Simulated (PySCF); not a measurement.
Simulation results for B2H5N, B2H6N2, CH6B2N, C2H8BN

Calculation on a computer-drawn molecule: the log of a Hartree-Fock and frozen-core CCSD(T) single point meant for a local Hartree-Fock minimum, with one planted fault or none, to be diagnosed. Offsets are logged minus clean, where the clean run is the same molecule without the fault. The reference is restricted for singlets and unrestricted otherwise, and also for a bond in bohr or an excited solution. Adding or removing an electron swaps singlet and doublet. The excited solution moves the top pair (singlet) or top alpha electron (doublet) to the lowest empty orbital. Highest occupied and lowest empty are orbital energies over both spins, largest force is the largest gradient component, triples share is (T) over the correlation energy, the T1 limit is 0.02 restricted and 0.045 unrestricted, electrons count all cores, a negative frequency is imaginary (commonest isotopes), and the dipole is about the centre of nuclear charge. Program: PySCF 2.14.0.

Common to all runs: meant charge 0; meant basis cc-pVDZ; logged SCF converged yes; possible faults no fault, one electron removed, one electron added, multiplicity raised by two, geometry at a saddle point, SCF held on an excited solution, minimal basis STO-3G, one bond length entered in bohr, all coordinates scaled.

```json
{"entry": 1, "formula": "B2H5N", "logged_structure": {"atoms_angstrom": [["B", 0.0917, -2.1327, 1.7322], ["N", -0.0756, -0.8965, 1.0561], ["B", 0.3172, -0.5982, -0.2743], ["H", 0.6127, -3.0486, 1.1632], ["H", -0.2918, -2.2416, 2.8649], ["H", -0.5162, -0.1586, 1.5709], ["H", 1.3215, -2.197, -1.522], ["H", 0.1112, 0.4985, -0.7181]]}, "given": {"meant_multiplicity": 1, "logged_electrons": 22, "logged_basis_functions": 67, "logged_spin_squared": 0.6301, "logged_highest_occupied [eV]": -9.6183, "logged_lowest_empty [eV]": 2.1275, "logged_largest_force [hartree/bohr]": 0.019547, "logged_T1_diagnostic": 0.069244, "logged_D1_diagnostic": 0.27874, "logged_triples_share": 0.032857, "logged_CC_converged": "yes", "logged_dipole_magnitude [debye]": 2.2206, "logged_SCF_stable_within_its_kind": "yes", "logged_energy_HF [hartree]": -106.66583, "logged_energy_CCSD(T) [hartree]": -107.05604, "drawn_bonds_atom": [1, 2, 1, 1, 2, 3, 3], "drawn_bonds_other_atom": [2, 3, 4, 5, 6, 7, 8], "drawn_bonds_order": [1, 1, 1, 1, 1, 1, 1]}, "results": {"planted_fault": "one bond length entered in bohr, row 6 of the drawn bonds", "HF_energy_offset_from_clean_run [kcal/mol]": 77.85, "CCSD(T)_energy_offset_from_clean_run [kcal/mol]": 76.7}, "notes": ["T1 above single-reference limit"]}
{"entry": 2, "formula": "B2H6N2", "logged_structure": {"atoms_angstrom": [["B", -2.8749, -0.0949, -1.3991], ["N", -2.2596, 0.4698, -0.2717], ["B", -2.6319, 1.6438, 0.495], ["N", -3.7412, 2.4365, 0.1933], ["H", -3.8648, 0.4033, -1.8665], ["H", -2.4104, -1.0829, -1.9026], ["H", -1.4403, 0.002, 0.0615], ["H", -1.9468, 1.9447, 1.4369], ["H", -4.363, 2.2615, -0.5672], ["H", -3.976, 3.2383, 0.7367]]}, "given": {"meant_multiplicity": 1, "logged_electrons": 31, "logged_basis_functions": 86, "logged_spin_squared": 0.7701, "logged_highest_occupied [eV]": 1.8953, "logged_lowest_empty [eV]": 9.4242, "logged_largest_force [hartree/bohr]": 0.071214, "logged_T1_diagnostic": 0.01837, "logged_D1_diagnostic": 0.09609, "logged_triples_share": 0.028202, "logged_CC_converged": "yes", "logged_dipole_magnitude [debye]": 6.0953, "logged_SCF_stable_within_its_kind": "yes", "logged_energy_HF [hartree]": -161.78675, "logged_energy_CCSD(T) [hartree]": -162.37804, "drawn_bonds_atom": [1, 2, 3, 1, 1, 2, 3, 4, 4], "drawn_bonds_other_atom": [2, 3, 4, 5, 6, 7, 8, 9, 10], "drawn_bonds_order": [1, 1, 1, 1, 1, 1, 1, 1, 1]}, "results": {"planted_fault": "one electron added", "HF_energy_offset_from_clean_run [kcal/mol]": 61.78, "CCSD(T)_energy_offset_from_clean_run [kcal/mol]": 47.3}, "notes": ["highest electron not bound in this basis"]}
{"entry": 3, "formula": "CH6B2N", "logged_structure": {"atoms_angstrom": [["B", -1.2521, -1.2621, 1.4801], ["N", -1.7742, 0.0161, 1.1773], ["B", -1.8887, 0.6891, -0.085], ["C", -1.4266, 0.0867, -1.4321], ["H", -0.815, -1.9631, 0.6128], ["H", -1.2519, -1.6384, 2.6212], ["H", -2.1189, 0.5367, 1.9602], ["H", -2.3777, 1.7892, -0.0707], ["H", -1.5377, 0.6422, -2.3578], ["H", -0.9771, -0.8938, -1.5434]]}, "given": {"meant_multiplicity": 2, "logged_electrons": 29, "logged_basis_functions": 26, "logged_spin_squared": 0.7613, "logged_highest_occupied [eV]": -9.0774, "logged_lowest_empty [eV]": 5.2277, "logged_largest_force [hartree/bohr]": 0.024555, "logged_T1_diagnostic": 0.017585, "logged_D1_diagnostic": 0.074037, "logged_triples_share": 0.017938, "logged_CC_converged": "yes", "logged_dipole_magnitude [debye]": 0.63042, "logged_SCF_stable_within_its_kind": "yes", "logged_energy_HF [hartree]": -143.41679, "logged_energy_CCSD(T) [hartree]": -143.63253, "drawn_bonds_atom": [1, 2, 3, 1, 1, 2, 3, 4, 4], "drawn_bonds_other_atom": [2, 3, 4, 5, 6, 7, 8, 9, 10], "drawn_bonds_order": [1, 1, 1, 1, 1, 1, 1, 1, 1]}, "results": {"planted_fault": "minimal basis STO-3G", "HF_energy_offset_from_clean_run [kcal/mol]": 1133, "CCSD(T)_energy_offset_from_clean_run [kcal/mol]": 1319}}
{"entry": 4, "formula": "CH6B2N", "logged_structure": {"atoms_angstrom": [["B", -1.2521, -1.2621, 1.4801], ["N", -1.7742, 0.0161, 1.1773], ["B", -1.9906, 1.2879, -1.2081], ["C", -1.5285, 0.6855, -2.5551], ["H", -0.815, -1.9631, 0.6128], ["H", -1.2519, -1.6384, 2.6212], ["H", -2.1189, 0.5367, 1.9602], ["H", -2.4796, 2.388, -1.1938], ["H", -1.6396, 1.241, -3.4808], ["H", -1.079, -0.295, -2.6665]]}, "given": {"meant_multiplicity": 2, "logged_electrons": 29, "logged_basis_functions": 86, "logged_spin_squared": 1.5209, "logged_highest_occupied [eV]": -9.344, "logged_lowest_empty [eV]": 0.48514, "logged_largest_force [hartree/bohr]": 0.033891, "logged_T1_diagnostic": 0.063555, "logged_D1_diagnostic": 0.33243, "logged_triples_share": 0.036552, "logged_CC_converged": "yes", "logged_dipole_magnitude [debye]": 2.1812, "logged_SCF_stable_within_its_kind": "yes", "logged_energy_HF [hartree]": -145.03124, "logged_energy_CCSD(T) [hartree]": -145.54599, "drawn_bonds_atom": [1, 2, 3, 1, 1, 2, 3, 4, 4], "drawn_bonds_other_atom": [2, 3, 4, 5, 6, 7, 8, 9, 10], "drawn_bonds_order": [1, 1, 1, 1, 1, 1, 1, 1, 1]}, "results": {"planted_fault": "one bond length entered in bohr, row 2 of the drawn bonds", "HF_energy_offset_from_clean_run [kcal/mol]": 119.4, "CCSD(T)_energy_offset_from_clean_run [kcal/mol]": 118.8}, "notes": ["T1 above single-reference limit"]}
{"entry": 5, "formula": "CH6B2N", "logged_structure": {"atoms_angstrom": [["B", -1.2521, -1.2621, 1.4801], ["N", -1.7742, 0.0161, 1.1773], ["B", -1.8887, 0.6891, -0.085], ["C", -1.4266, 0.0867, -1.4321], ["H", -0.815, -1.9631, 0.6128], ["H", -1.2519, -1.6384, 2.6212], ["H", -2.1189, 0.5367, 1.9602], ["H", -2.3777, 1.7892, -0.0707], ["H", -1.5377, 0.6422, -2.3578], ["H", -0.9771, -0.8938, -1.5434]]}, "given": {"meant_multiplicity": 2, "logged_electrons": 29, "logged_basis_functions": 86, "logged_spin_squared": 1.3902, "logged_highest_occupied [eV]": -3.5108, "logged_lowest_empty [eV]": -2.8067, "logged_largest_force [hartree/bohr]": 0.089367, "logged_dipole_magnitude [debye]": 3.308, "logged_SCF_stable_within_its_kind": "no", "logged_energy_HF [hartree]": -144.99344, "drawn_bonds_atom": [1, 2, 3, 1, 1, 2, 3, 4, 4], "drawn_bonds_other_atom": [2, 3, 4, 5, 6, 7, 8, 9, 10], "drawn_bonds_order": [1, 1, 1, 1, 1, 1, 1, 1, 1]}, "results": {"planted_fault": "SCF held on an excited solution", "HF_energy_offset_from_clean_run [kcal/mol]": 143.2}, "notes": ["coupled-cluster numbers left out as unreliable"]}
{"entry": 6, "formula": "C2H8BN", "logged_structure": {"atoms_angstrom": [["B", -0.7167, -0.501, -2.5185], ["N", -0.0238, -0.6297, -1.3245], ["C", -0.0901, 0.2428, -0.1683], ["C", 1.2362, 0.9308, 0.1308], ["H", -1.4794, 0.4168, -2.669], ["H", -0.5418, -1.3137, -3.3874], ["H", 0.6095, -1.3971, -1.2151], ["H", -0.8625, 0.9875, -0.3579], ["H", -0.4092, -0.3299, 0.7082], ["H", 2.026, 0.1984, 0.3205], ["H", 1.1492, 1.5644, 1.0168], ["H", 1.5486, 1.5528, -0.7107]]}, "given": {"meant_multiplicity": 1, "logged_electrons": 31, "logged_basis_functions": 96, "logged_spin_squared": 0.7608, "logged_highest_occupied [eV]": -18.745, "logged_lowest_empty [eV]": -7.0031, "logged_largest_force [hartree/bohr]": 0.10191, "logged_T1_diagnostic": 0.023251, "logged_D1_diagnostic": 0.14456, "logged_triples_share": 0.026181, "logged_CC_converged": "yes", "logged_dipole_magnitude [debye]": 1.9717, "logged_SCF_stable_within_its_kind": "yes", "logged_energy_HF [hartree]": -159.24753, "logged_energy_CCSD(T) [hartree]": -159.82283, "drawn_bonds_atom": [1, 2, 3, 1, 1, 2, 3, 3, 4, 4, 4], "drawn_bonds_other_atom": [2, 3, 4, 5, 6, 7, 8, 9, 10, 11, 12], "drawn_bonds_order": [1, 1, 1, 1, 1, 1, 1, 1, 1, 1, 1]}, "results": {"planted_fault": "one electron removed", "HF_energy_offset_from_clean_run [kcal/mol]": 200.9, "CCSD(T)_energy_offset_from_clean_run [kcal/mol]": 229.6}}
```
